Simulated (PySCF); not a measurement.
Molecule: SMILES CCB(CC)CC, C6H15B.

Molfile (atoms numbered from 1):
```
C6H15B
     RDKit          3D

 22 21  0  0  0  0  0  0  0  0999 V2000
   -1.9789   -1.8033   -0.1846 C   0  0  0  0  0  0  0  0  0  0  0  0
   -1.0379   -1.1261    0.8227 C   0  0  0  0  0  0  0  0  0  0  0  0
   -0.1424   -0.0738    0.0562 B   0  0  0  0  0  0  0  0  0  0  0  0
   -0.5384    1.4499    0.1190 C   0  0  0  0  0  0  0  0  0  0  0  0
    0.1717    2.4415   -0.7932 C   0  0  0  0  0  0  0  0  0  0  0  0
    1.1446   -0.5717   -0.7087 C   0  0  0  0  0  0  0  0  0  0  0  0
    2.3424   -0.4420    0.2464 C   0  0  0  0  0  0  0  0  0  0  0  0
   -2.6494   -1.0739   -0.6673 H   0  0  0  0  0  0  0  0  0  0  0  0
   -1.4199   -2.3108   -0.9870 H   0  0  0  0  0  0  0  0  0  0  0  0
   -2.6176   -2.5602    0.2966 H   0  0  0  0  0  0  0  0  0  0  0  0
   -0.4088   -1.8998    1.2974 H   0  0  0  0  0  0  0  0  0  0  0  0
   -1.6374   -0.6576    1.6215 H   0  0  0  0  0  0  0  0  0  0  0  0
   -1.6369    1.5186    0.0036 H   0  0  0  0  0  0  0  0  0  0  0  0
   -0.3900    1.7256    1.1841 H   0  0  0  0  0  0  0  0  0  0  0  0
   -0.1641    3.4773   -0.6300 H   0  0  0  0  0  0  0  0  0  0  0  0
    1.2620    2.4259   -0.6392 H   0  0  0  0  0  0  0  0  0  0  0  0
   -0.0026    2.2071   -1.8552 H   0  0  0  0  0  0  0  0  0  0  0  0
    1.3436    0.0234   -1.6154 H   0  0  0  0  0  0  0  0  0  0  0  0
    1.0491   -1.6252   -1.0221 H   0  0  0  0  0  0  0  0  0  0  0  0
    3.2790   -0.7767   -0.2255 H   0  0  0  0  0  0  0  0  0  0  0  0
    2.2027   -1.0466    1.1568 H   0  0  0  0  0  0  0  0  0  0  0  0
    2.4959    0.6001    0.5700 H   0  0  0  0  0  0  0  0  0  0  0  0
  1  2  1  0
  2  3  1  0
  3  4  1  0
  4  5  1  0
  3  6  1  0
  6  7  1  0
  1  8  1  0
  1  9  1  0
  1 10  1  0
  2 11  1  0
  2 12  1  0
  4 13  1  0
  4 14  1  0
  5 15  1  0
  5 16  1  0
  5 17  1  0
  6 18  1  0
  6 19  1  0
  7 20  1  0
  7 21  1  0
  7 22  1  0
M  END
```

Geometry PBE0-D3(BJ)/def2-SVP throughout; GIAO in PySCF, gas phase, one conformer, non-relativistic; equivalent atoms averaged; basis pcSseg-1.

**Question.** How do the shifts δ (against TMS, BF3·OEt2 at the same level) depend on the functional? (ppm; last column core-seconds on 1 thread of an Arm Neoverse V2, shared host; the GGAs took longer than the global hybrids here, which isn't the general rule, and the cause wasn't traced)

**Answer.** 
| functional | kind | C2/C4/C6 | C1/C5/C7 | B3 | H8/H9/H10/H15/H16/H17/H20/H21/H22 | H11/H12/H13/H14/H18/H19 | core-s |
| --- | --- | --- | --- | --- | --- | --- | --- |
| HF | Hartree–Fock | 16.8 | 8.7 | 82.3 | 0.92 | 0.88 | 12 |
| PBE | GGA | 22.6 | 9.6 | 88.1 | 0.94 | 1.30 | 35 |
| BP86 | GGA | 22.5 | 9.7 | 87.1 | 0.94 | 1.27 | 34 |
| OPBE | GGA | 21.1 | 10.2 | 81.3 | 0.92 | 1.29 | 36 |
| B97-D | GGA | 21.5 | 10.5 | 81.7 | 0.97 | 1.22 | 36 |
| PBE0 | global hybrid | 20.8 | 9.0 | 87.4 | 0.91 | 1.17 | 25 |
| WP04 | global hybrid | 20.5 | 11.7 | 84.5 | 0.88 | 1.04 | 24 |
| B97-2 | global hybrid | 20.3 | 9.8 | 83.4 | 0.92 | 1.15 | 23 |
| wB97X-D | range-separated hybrid | 19.4 | 8.9 | 83.6 | 0.90 | 1.08 | 30 |
| LC-wPBE | range-separated hybrid | 19.0 | 7.9 | 90.3 | 0.87 | 1.10 | 42 |

**Question.** Which nucleus moves most, in ppm?

**Answer.** B3 (boron bonded to 3 C): from 81.3 ppm with OPBE to 90.3 ppm with LC-wPBE. The smallest spread is 0.10 ppm, at H8/H9/H10/H15/H16/H17/H20/H21/H22. Proton shifts span only some 12 ppm, so a few tenths of a ppm matter as much there as several ppm in carbon.
